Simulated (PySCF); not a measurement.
MoF₃H₃, SMILES [F][MoH3]([F])[F], multiplicity 1. The structure is a stationary point at B3LYP-D3(BJ)/def2-SVP. The spin state was assumed, not searched. The structure was generated by enumeration; whether it is a known compound was not checked. The def2 effective core potentials stand for the cores of Mo; spin–orbit coupling is left out.

Computed equilibrium geometry at B3LYP-D3(BJ)/def2-SVP (PySCF confirms it by a frequency run) as Cartesian coordinates in Å, and its point group:
point group C3v.
```xyz
7

Mo     0.0000     0.0000     0.0855
F     -1.5771    -0.9105    -0.2942
F      0.0000     1.8211    -0.2942
F      1.5771    -0.9105    -0.2942
H      0.0000    -0.9202     1.4511
H     -0.7969     0.4601     1.4511
H      0.7969     0.4601     1.4511
```
Charge 0, spin multiplicity 1.
